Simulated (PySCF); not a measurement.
PySCF input (B3PW91/6-31G* (5d)):

```python
from pyscf import gto, dft

mol = gto.M(
    atom='''
    C     0.55798013   -0.80249177    0.02841444
    C    -0.70200109   -0.40341838    0.06593373
    F    -1.74277738   -1.28535688    0.18411089
    F    -1.29708299    0.83279059    0.00825950
    Cl    1.66016877    0.66520926   -0.13514250
    ''',
    basis='6-31g*',
    charge=-1,
    spin=0,
    verbose=4,
)

mf = dft.RKS(mol, xc='b3pw91')
mf.grids.level = 3
mf.conv_tol = 1e-9
mf.max_cycle = 100
mf.max_memory = 1500
mf.kernel()
if not mf.converged:
    mf = mf.newton()
    mf.kernel(mf.make_rdm1())
mf.dip_moment()
```

From the output:

```
[INPUT]  5 Cl     1.660168770000   0.665209260000  -0.135142500000 AA    3.137264295856   1.257063316925  -0.255382312789 Bohr   0.0

nuclear repulsion = 197.43126021954
number of shells = 32
number of NR pGTOs = 159
number of NR cGTOs = 74
basis = 6-31g*
ecp = {}

******** <class 'pyscf.dft.rks.RKS'> ********
method = RKS
initial guess = minao
damping factor = 0
level_shift factor = 0
DIIS = <class 'pyscf.scf.diis.CDIIS'>
diis_start_cycle = 1
diis_space = 8
diis_damp = 0
SCF conv_tol = 1e-09
SCF conv_tol_grad = None
SCF max_cycles = 100
direct_scf = True
direct_scf_tol = 1e-13
XC library pyscf.dft.libxc version 7.1.2
    S. Lehtola, C. Steigemann, M. J. T. Oliveira, and M. A. L. Marques,  SoftwareX 7, 1–5 (2018)
XC functionals = b3pw91
    A. D. Becke,  J. Chem. Phys. 98, 5648 (1993)
radial grids:
    Treutler-Ahlrichs [JCP 102, 346 (1995); DOI:10.1063/1.469408] (M4) radial grids

becke partition: Becke, JCP 88, 2547 (1988); DOI:10.1063/1.454033
pruning grids: <function nwchem_prune>
grids dens level: 3
symmetrized grids: False
atomic radii adjust function: <function treutler_atomic_radii_adjust>
small_rho_cutoff = 0
Set gradient conv threshold to 3.16228e-05
Initial guess from minao.
tot grids = 75640
init E= -736.290176043238
  HOMO = -0.255089745682694  LUMO = -0.0636875230789178  gap/eV = 5.20832
cycle= 1 E= -735.763530615159  delta_E= 0.527  |g|= 0.712  |ddm|= 2.46
  HOMO = 0.0732885692210905  LUMO = 0.273800921748553  gap/eV = 5.45622
cycle= 2 E= -735.653528401159  delta_E= 0.11  |g|= 1.03  |ddm|= 1.25
  HOMO = 0.0137673270991789  LUMO = 0.241064367748749  gap/eV = 6.18507
cycle= 3 E= -735.85700755046  delta_E= -0.203  |g|= 0.14  |ddm|= 0.792
  HOMO = 0.0107243773569339  LUMO = 0.234003466549101  gap/eV = 6.07573
cycle= 4 E= -735.861290274936  delta_E= -0.00428  |g|= 0.0542  |ddm|= 0.184
  HOMO = 0.00269299833608416  LUMO = 0.228926177664191  gap/eV = 6.15612
cycle= 5 E= -735.861945337833  delta_E= -0.000655  |g|= 0.0151  |ddm|= 0.0616
  HOMO = 0.00513325263568287  LUMO = 0.231232871951955  gap/eV = 6.15248
cycle= 6 E= -735.861996996803  delta_E= -5.17e-05  |g|= 0.00359  |ddm|= 0.0178
  HOMO = 0.00486593959219883  LUMO = 0.231148986807361  gap/eV = 6.15748
cycle= 7 E= -735.862000356231  delta_E= -3.36e-06  |g|= 0.000882  |ddm|= 0.00528
  HOMO = 0.00484568918132  LUMO = 0.231064810992014  gap/eV = 6.15574
cycle= 8 E= -735.862000586641  delta_E= -2.3e-07  |g|= 0.000231  |ddm|= 0.00138
  HOMO = 0.00484377100500755  LUMO = 0.231070295754424  gap/eV = 6.15594
cycle= 9 E= -735.862000597659  delta_E= -1.1e-08  |g|= 9.47e-05  |ddm|= 0.000252
  HOMO = 0.00483814290153717  LUMO = 0.231069284056415  gap/eV = 6.15606
cycle= 10 E= -735.86200059919  delta_E= -1.53e-09  |g|= 3.13e-05  |ddm|= 8.66e-05
  HOMO = 0.00483720521717501  LUMO = 0.231067829191331  gap/eV = 6.15605
cycle= 11 E= -735.862000599375  delta_E= -1.85e-10  |g|= 2.59e-06  |ddm|= 2.9e-05
  HOMO = 0.00483658498478334  LUMO = 0.231067567923879  gap/eV = 6.15606
Extra cycle  E= -735.862000599374  delta_E= 1.02e-12  |g|= 3.85e-06  |ddm|= 6.11e-06
converged SCF energy = -735.862000599374

WARN: System has nonzero charge -1; the dipole moment is origin-dependent.
Location of origin: [0. 0. 0.]

Dipole moment(X, Y, Z, Debye): -2.15304,  1.68824, -0.00830
```

The dipole moment of an ion depends on the origin.

The geometry given is a B3LYP-D3(BJ)/def2-TZVP minimum.
